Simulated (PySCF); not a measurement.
**LDA on As²⁺ (arsenic, charge +2)**

Configuration: [Ar] 3d10 4s2 4p1, 2P determinant. All numbers are calculated (PySCF 2.14, scalar relativity by spin-free X2C-1e, in x2c-TZVPPall).

| Property | Result |
| --- | --- |
| Total energy | -2256.209 hartree |
| One-electron energy | -3118.860 hartree |
| Hartree (Coulomb) energy | 942.885 hartree |
| Exchange-correlation energy | -80.234 hartree |
| ⟨S²⟩ | 0.7507 |
| ⟨L²⟩ | 2.005 |
| Sum of ⟨r⟩ | 18.98 bohr |
| Sum of ⟨r²⟩ | 22.31 bohr² |
| Traceless quadrupole moment −½Σ⟨3z² − r²⟩ along its main axis | -2.00 e·bohr² |
| Langevin diamagnetic susceptibility | -17.7 ×10⁻⁶ cm³/mol |

```
shell  electrons  mean orbital energy (hartree)  spread (hartree)  rms radius, mean of both spins (bohr)
 1s α          1                     -430.27683                 0                                 0.0525
 1s β          1                     -430.27460                 0                                 0.0525
 2s α          1                      -55.34579                 0                                  0.220
 2s β          1                      -55.34452                 0                                  0.220
 2p α          3                      -48.69992           0.00577                                  0.196
 2p β          3                      -48.69798           0.00849                                  0.196
 3s α          1                       -7.75402                 0                                  0.643
 3s β          1                       -7.75124                 0                                  0.643
 3p α          3                       -5.69608           0.01800                                  0.669
 3p β          3                       -5.69283           0.02263                                  0.669
 3d α          5                       -2.29755           0.01735                                  0.758
 3d β          5                       -2.29254           0.02353                                  0.758
 4s α          1                       -1.25359                 0                                   1.93
 4s β          1                       -1.22156                 0                                   1.93
 4p α          1                       -0.85132                 0                                   2.30
```

Densities and radii are taken from the X2C orbitals without a picture-change correction, which distorts them close to the nucleus.
